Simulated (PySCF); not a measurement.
# HfN₂, triplet: molecular constants

Method: UPBE0/[Hf def2-TZVP with ECP60, N def2-TZVP], scalar-relativistic core potentials, density fitting, no spin–orbit coupling, PySCF.

The structure is a minimum.

Coordinates in bohr (charge 0 multiplicity 3):
```
Hf    0.0000    0.0000   -0.5340
N     1.1025    0.0000    3.4313
N    -1.1025    0.0000    3.4313
```

```json
{
  "Point group": "C2v",
  "Bond lengths": "Hf–N 2.178 Å (×2), N–N 1.167 Å",
  "Bond angles": "Hf–N–N 74.5° (×2), N–Hf–N 31.1°",
  "Zero-point energy": "13.6 kJ/mol",
  "Atomisation energy without zero-point energy": "984 kJ/mol",
  "Principal quadrupole moments (Buckingham, traceless) about the centre of mass": "-0.32, 0.12, 0.20 D Å",
  "Spin squared ⟨S²⟩": "2.103",
  "Highest occupied level (β)": "-5.07 eV",
  "Enthalpy at 298.15 K above 0 K": "12.92 kJ/mol",
  "Entropy at 298.15 K and 1 bar (electronic part: spin only)": "296.8 J/(mol K)",
  "Lowest empty level (β)": "-2.89 eV",
  "Principal polarisabilities": "89.9, 96.1, 117.2 bohr³",
  "Dipole moment": "1.09 D",
  "Rotational constants": "1.768, 0.158, 0.145 cm⁻¹",
  "Rotational symmetry number": "2",
  "Heat capacity Cp at 298.15 K": "48.3 J/(mol K)"
}
```

Harmonic modes (masses in u: Hf 179.947, N 14.003):
```json
{"symmetry": "b2", "ω (cm⁻¹)": "87", "IR (km/mol)": "2.6", "μ (u)": "14.15"}
{"symmetry": "a1", "ω (cm⁻¹)": "329", "IR (km/mol)": "12.9", "μ (u)": "15.98"}
{"symmetry": "a1", "ω (cm⁻¹)": "1856", "IR (km/mol)": "389", "μ (u)": "14.01"}
```

In C2v the vibrations span b2 + 2a1. Here b1 is antisymmetric to the molecular plane and b2 lies in it.

Charges (e):
```
atom  Mulliken  Löwdin  polar tensor  spin (Mulliken)  Mayer order to Hf1
 Hf1      0.27    0.14         -0.07             1.25                   –
N2,3     -0.13   -0.07          0.03             0.37                0.80
```
Other Mayer orders above 0.3: N–N 1.97.

Mulliken populations on Hf1 (electrons outside its core potential): s 3.69, p 6.24, d 1.77, f 0.04.

Outer orbital energies (eV). α occupied: -16.78, -14.13, -13.12, -12.18, -6.49, -5.60, -5.19; empty: -2.03, -1.91, -1.74, -1.40. β occupied: -15.83, -13.01, -12.64, -11.50, -5.07; empty: -2.89, -1.95, -1.74, -1.74.

Only a few start shapes were tried, so a lower isomer may exist. With open d or f shells other occupations or spin states may lie lower. At this level a triplet minimum of C∞v symmetry lies 40 kJ/mol below this structure. With an element this heavy the missing spin–orbit coupling can shift these numbers.

The final relaxation and frequency run took 21 s on 4 threads of a shared Arm Neoverse V2 host, with 102 basis functions and 8 gradients; the process peaked at 0.91 GiB. Launch command: `OMP_NUM_THREADS=4 python axn.py task.json out`.
